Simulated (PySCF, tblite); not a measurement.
Isomers of C4H11F2NSi, one GFN2-xTB conformer each. Single-point energies are computed at PBE0/pcSseg-1 (PySCF, gas phase, no added dispersion term), electronic only.

Task: Rank them by PBE0/pcSseg-1 energy, lowest first (kcal/mol).
A. `[CH3:1][NH:2][SiH2:3][C@@H:4]([F:5])[C@H:6]([CH3:7])[F:8]` with C1–N2–Si3–C4 180°, N2–Si3–C4–F5 54°, Si3–C4–C6–C7 166°
B. `[CH3:1][SiH2:2][NH:3][C@@H:4]([CH3:5])[CH:6]([F:7])[F:8]` with C1–Si2–N3–C4 177°, Si2–N3–C4–C5 86°, N3–C4–C6–F7 -71°
C. `[CH3:1][N:2]([CH3:3])[SiH2:4][C@@H:5]([F:6])[CH2:7][F:8]` with C1–N2–Si4–C5 -41°, N2–Si4–C5–F6 73°, Si4–C5–C7–F8 62°

Result: B (0.0), A (18.2), C (29.9).

As drawn, the lowest has an N–H bond and two fluorines on one carbon, which the highest lacks. GFN2-xTB itself gives, in the same order: 0.0, 4.7, 7.6. Both levels put the same isomer lowest; measured from each level's own lowest isomer, the values differ by up to 22.3 kcal/mol (CN(C)[SiH2][C@@H](F)CF: 7.6 against 29.9).

Task: Which frontier levels, dipoles and rotational constants go with these structures?

Result: 
```json
{"SMILES": "C[SiH2]N[C@@H](C)C(F)F", "HOMO (eV, PBE0/pcSseg-1)": "-7.08", "LUMO (eV)": "0.82", "dipole (D)": "1.85", "A, B, C (MHz)": "3393, 746.6, 703.4"}
{"SMILES": "CN[SiH2][C@@H](F)[C@H](C)F", "HOMO (eV, PBE0/pcSseg-1)": "-6.75", "LUMO (eV)": "0.73", "dipole (D)": "1.02", "A, B, C (MHz)": "3467, 841.6, 711.5"}
{"SMILES": "CN(C)[SiH2][C@@H](F)CF", "HOMO (eV, PBE0/pcSseg-1)": "-6.47", "LUMO (eV)": "0.60", "dipole (D)": "1.18", "A, B, C (MHz)": "2807, 934.8, 757.8"}
```

Task: What happens when harmonic zero-point energies from GFN2-xTB frequencies are added?

Result: 
```
                    SMILES  ZPE (kcal/mol)  electronic (kcal/mol)  with ZPE (kcal/mol)
    C[SiH2]N[C@@H](C)C(F)F            91.7                    0.0                  0.0
CN[SiH2][C@@H](F)[C@H](C)F            91.8                   18.2                 18.3
    CN(C)[SiH2][C@@H](F)CF            92.0                   29.9                 30.2
```

The zero-point energies span 0.3 kcal/mol. The order is unchanged.
